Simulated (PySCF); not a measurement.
F4Sn (SMILES [F][Sn]([F])([F])[F]), singlet, geometry from GFN2-xTB (such geometries of metal compounds can be far from the true shape) (all electrons, no relativity), with bond 1-2 at 3.0 times its length; PBE/3-21G run with PySCF.

Input for PySCF:
```python
from pyscf import gto, scf, dft

mol = gto.M(
    atom='''
F    -2.867505   -4.471213   -2.195179
Sn   -0.000000   -0.000000   -0.000000
F    -1.144235    1.536112    0.037885
F     0.567460   -0.417701    1.781534
F     1.532610    0.371994   -1.087693
''',
    basis='3-21g',
    charge=0,
    spin=0,
    verbose=4,
)

mf = dft.RKS(mol)
mf.xc = 'pbe'
mf.kernel()
mo_i, mo_e, stable_i, stable_e = mf.stability(internal=True, external=True, return_status=True, nroots=6, tol=1e-6)
print('internally stable:', stable_i, ' externally stable:', stable_e)
if not stable_e:
    umf = mf.to_uhf() if not hasattr(mf, 'xc') else mf.to_uks()
    umf.scf_summary = {}
    umf.kernel(umf.make_rdm1(mo_e, umf.mo_occ))
mf.analyze()
```

Output, abridged:

```
PySCF version 2.14.0

[INPUT] verbose = 4
[INPUT] num. atoms = 5
[INPUT] num. electrons = 86
[INPUT] charge = 0
[INPUT] spin (= nelec alpha-beta = 2S) = 0
[INPUT] symmetry False subgroup None
[INPUT] Mole.unit = angstrom
[INPUT] Symbol           X                Y                Z      unit          X                Y                Z       unit  Magmom
[...]
nuclear repulsion = 474.801254861194
number of shells = 33
number of NR pGTOs = 141
number of NR cGTOs = 67
basis = 3-21g
ecp = {}

******** <class 'pyscf.dft.rks.RKS'> ********
method = RKS
initial guess = minao
damping factor = 0
level_shift factor = 0
DIIS = <class 'pyscf.scf.diis.CDIIS'>
diis_start_cycle = 1
diis_space = 8
diis_damp = 0
SCF conv_tol = 1e-09
SCF conv_tol_grad = None
SCF max_cycles = 50
direct_scf = True
direct_scf_tol = 1e-13
XC library pyscf.dft.libxc version 7.1.2
    S. Lehtola, C. Steigemann, M. J. T. Oliveira, and M. A. L. Marques,  SoftwareX 7, 1–5 (2018)
XC functionals = pbe
    J. P. Perdew, K. Burke, and M. Ernzerhof,  Phys. Rev. Lett. 77, 3865 (1996)
    J. P. Perdew, K. Burke, and M. Ernzerhof,  Phys. Rev. Lett. 78, 1396 (1997)
    J. P. Perdew, K. Burke, and M. Ernzerhof,  Phys. Rev. Lett. 77, 3865 (1996)
    J. P. Perdew, K. Burke, and M. Ernzerhof,  Phys. Rev. Lett. 78, 1396 (1997)
radial grids:
    Treutler-Ahlrichs [JCP 102, 346 (1995); DOI:10.1063/1.469408] (M4) radial grids

becke partition: Becke, JCP 88, 2547 (1988); DOI:10.1063/1.454033
pruning grids: <function nwchem_prune>
grids dens level: 3
symmetrized grids: False
atomic radii adjust function: <function treutler_atomic_radii_adjust>
small_rho_cutoff = 0
Set gradient conv threshold to 3.16228e-05
Initial guess from minao.
tot grids = 79008
init E= -6382.12679886935
cycle= 1 E= -6394.37996659352  delta_E= -12.3  |g|=  1.4  |ddm|= 2.25

cycle= 2 E= -6381.10413074693  delta_E= 13.3  |g|= 2.79  |ddm|= 5.94
cycle= 3 E= -6393.68098119608  delta_E= -12.6  |g|= 2.58  |ddm|= 5.53
cycle= 4 E= -6394.32430917622  delta_E= -0.643  |g|= 1.75  |ddm|= 0.954
cycle= 5 E= -6394.20835435841  delta_E= 0.116  |g|= 1.87  |ddm|= 0.738
cycle= 6 E= -6394.23826847173  delta_E= -0.0299  |g|= 1.82  |ddm|= 0.845
cycle= 7 E= -6394.19486418788  delta_E= 0.0434  |g|= 1.86  |ddm|= 1.03
cycle= 8 E= -6394.54876407772  delta_E= -0.354  |g|= 1.22  |ddm|= 0.933
cycle= 9 E= -6381.69302738162  delta_E= 12.9  |g|= 2.49  |ddm|= 5.01
cycle= 10 E= -6381.7617434768  delta_E= -0.0687  |g|= 2.44  |ddm|= 0.942
[...]
SCF not converged.
<class 'pyscf.dft.rks.RKS'> wavefunction has an internal instability
<class 'pyscf.dft.rks.RKS'> wavefunction has an real -> complex instability
<class 'pyscf.dft.rks.RKS'> wavefunction has an RHF/RKS -> UHF/UKS instability
internally stable: False  externally stable: False
[...]
cycle= 28 E= -6381.68446740776  delta_E= 12.9  |g|= 1.78  |ddm|= 3.52
cycle= 29 E= -6381.58357613318  delta_E= 0.101  |g|= 1.82  |ddm|= 0.204
cycle= 30 E= -6381.60361934175  delta_E= -0.02  |g|=  1.8  |ddm|= 0.831
cycle= 31 E= -6381.60595390603  delta_E= -0.00233  |g|= 1.79  |ddm|= 0.622

cycle= 32 E= -6381.60838594634  delta_E= -0.00243  |g|= 1.79  |ddm|= 0.138
cycle= 33 E= -6381.55792541202  delta_E= 0.0505  |g|= 1.82  |ddm|= 0.217
cycle= 34 E= -6392.87568303342  delta_E= -11.3  |g|= 2.41  |ddm|= 3.56
cycle= 35 E= -6392.27861699772  delta_E= 0.597  |g|= 2.62  |ddm|= 0.423
cycle= 36 E= -6333.16704583566  delta_E= 59.1  |g|= 3.25  |ddm|= 7.46
cycle= 37 E= -6393.49621521323  delta_E= -60.3  |g|= 2.09  |ddm|= 7.59
cycle= 38 E= -6392.74925268605  delta_E= 0.747  |g|=  2.3  |ddm|= 1.47
cycle= 39 E= -6393.46239692112  delta_E= -0.713  |g|= 1.94  |ddm|= 0.568
cycle= 40 E= -6394.52946891655  delta_E= -1.07  |g|= 0.735  |ddm|= 1.08
cycle= 41 E= -6367.8862392715  delta_E= 26.6  |g|=  1.7  |ddm|= 4.54
cycle= 42 E= -6367.90320854402  delta_E= -0.017  |g|=  1.7  |ddm|= 0.0429
cycle= 43 E= -6368.1474340275  delta_E= -0.244  |g|= 1.69  |ddm|= 0.501
cycle= 44 E= -6368.22810326109  delta_E= -0.0807  |g|= 1.67  |ddm|= 0.178

cycle= 45 E= -6389.3405703829  delta_E= -21.1  |g|= 1.71  |ddm|= 3.15
cycle= 46 E= -6381.77340282618  delta_E= 7.57  |g|= 1.68  |ddm|= 2.44
cycle= 47 E= -6381.72817303614  delta_E= 0.0452  |g|=  1.7  |ddm|= 0.123
cycle= 48 E= -6394.20059307316  delta_E= -12.5  |g|= 0.787  |ddm|= 3.03
cycle= 49 E= -6392.45872279236  delta_E= 1.74  |g|= 2.76  |ddm|= 2.19
cycle= 50 E= -6394.18258967301  delta_E= -1.72  |g|= 1.43  |ddm|= 1.35
SCF not converged.
SCF energy = -6394.18258967301 after 50 cycles  <S^2> = 2.8930617e-07  2S+1 = 1.0000006
**** SCF Summaries ****
Total Energy =                       -6391.959345425038009
Nuclear Repulsion Energy =             474.801254861193797
One-electron Energy =                -9761.405472883317998
Two-electron Energy =                 2894.644872597085396
Two-electron Coulomb Energy =         3097.061015663146009
DFT Exchange-Correlation Energy =     -202.416143066060584
**** MO energy ****
[...]
 ** Mulliken pop on meta-lowdin orthogonal AOs  **
 ** Mulliken pop  **
 ** Mulliken atomic charges  **
charge of    0F =     -1.00006
charge of    1Sn =      0.46017
charge of    2F =     -0.42384
charge of    3F =      1.63090
charge of    4F =     -0.66717
Dipole moment(X, Y, Z, Debye): 17.69215, 19.42604, 29.11894
```

The run did not converge; its last values are not results.
